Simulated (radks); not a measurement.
Question: Radial electron density D(r) = 4 pi r^2 rho(r) of an atom or ion with 29 electrons. All-electron calculation, non-relativistic Kohn-Sham, PBE, spin-polarised, spherical densities, point nucleus. Program: a radial shooting solver on a logarithmic mesh with Libxc functionals.

r (bohr),D(r) (e/bohr),spin D(r)
0.002327,1.319,0.000969
0.00303,2.138,0.00157
0.003946,3.418,0.00251
0.005097,5.298,0.00387
0.006637,8.141,0.00592
0.008642,12.14,0.00874
0.01125,17.44,0.0123
0.01454,23.62,0.0162
0.01893,30.34,0.0197
0.02465,36.01,0.0209
0.03209,38.80,0.0178
0.04179,37.65,0.00979
0.05398,33.96,0.000838
0.07029,31.48,-0.0000505
0.09153,34.46,0.0174
0.1192,41.77,0.0463
0.154,45.39,0.0529
0.2005,38.96,0.0121
0.261,27.34,-0.0287
0.3399,22.96,0.0173
0.4391,26.94,0.0989
0.5717,28.07,0.0632
0.7444,20.45,-0.0246
0.9694,10.44,0.131
1.252,4.322,0.507
1.63,1.714,0.718
2.123,0.7001,0.521
2.765,0.2145,0.196
3.571,0.03807,0.0371
4.65,0.002622,0.00261

What is the nuclear charge?

Answer: Z = 32. The innermost maximum, from 1s, lies near 1/Z = 0.0312 bohr (found: 0.0339), and its height grows with Z. The density is that of the germanium ion Ge3+ in [Ar] 3d10 4s1; the configuration itself is not fixed sharply by these data, and Z only to about a unit. D(r) has 3 maxima, at r = 0.0339, 0.150, 0.519 bohr, and minima at 0.0709, 0.329 bohr, inside which lie 2.09, 11.00 electrons.
